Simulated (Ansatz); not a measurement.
Reaction (ligand exchange at a B–C bond): `OBCCl` + H–F → `OBF` + `CCl`

Gas-phase electronic energies from Ansatz, PBE0-D4/def2-TZVP geometries. CCSD(T)/CBS adds triple-zeta CCSD(T) − MP2 to the extrapolated MP2 energy (def2 sets, frozen cores). This one scheme is used for every species. Functionals use def2-TZVPP. B3LYP here is the variant with VWN-RPA as its local correlation; programs differ in this. Each species was taken in one conformer, which may not be the lowest.

CCSD(T)/CBS gives -131.2 kJ/mol.

(1) Another level gave -142.9 kJ/mol. Which?
A. MP2/def2-TZVPP
B. B3LYP/def2-TZVPP
C. LDA (SPW92)/def2-TZVPP
D. B97M-V/def2-TZVPP

Largest T1 diagnostic among the species: 0.013.

Results:

(1) D. B97M-V -142.9, LDA (SPW92) -124.7, B3LYP -147.3, MP2/def2-TZVPP -134.2 kJ/mol.

Leaving LDA and LC-ωPBE aside and taking each functional with its dispersion term where it has one, the values, not all of them listed here, spread over 20.7 kJ/mol, from BHLYP-D4 to revPBE-D4. LDA lies +8.2 kJ/mol from PBE without D4. The D4 term adds +7.4 kJ/mol with B3LYP and +3.9 kJ/mol with PBE0; it sums over pairs of atoms, weighted by their polarisabilities, and B3LYP, whose exchange is more repulsive, gets the larger term. In def2-TZVPP, CCSD(T) changes the Hartree–Fock value by +28.7 kJ/mol (the triples alone add +3.7 kJ/mol) and MP2 by +30.4 kJ/mol.
